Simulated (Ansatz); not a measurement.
```json
{"atom": "Ge", "x (Å)": "0.0050", "y (Å)": "-0.0070", "z (Å)": "-0.0052"}
{"atom": "H", "x (Å)": "0.8799", "y (Å)": "0.8940", "z (Å)": "0.8876"}
{"atom": "H", "x (Å)": "0.8883", "y (Å)": "-0.8959", "z (Å)": "-0.8821"}
{"atom": "H", "x (Å)": "-0.8958", "y (Å)": "0.8858", "z (Å)": "-0.8928"}
{"atom": "H", "x (Å)": "-0.8810", "y (Å)": "-0.8824", "z (Å)": "0.8932"}
```

Basis set: 6-31G* (spherical functions). Correlated methods keep 9 orbitals frozen. Charge 0, multiplicity 1.

Computed with Ansatz (development build ahead of 0.2.0); each method stands on the lowest determinant of its kind that the runs found. Restricted open shells among the atoms or ions are ROHF, correlated in semicanonical orbitals with singles.

**Question.** Give the atomization energy at this shape (free ground-state atoms in the same class of orbitals less the molecule, no zero-point energy) of singlet GeH₄ by RHF-MP2, RHF.

**Answer.**

```
 method  atomization energy
RHF-MP2            10.79 eV
    RHF             9.60 eV
```
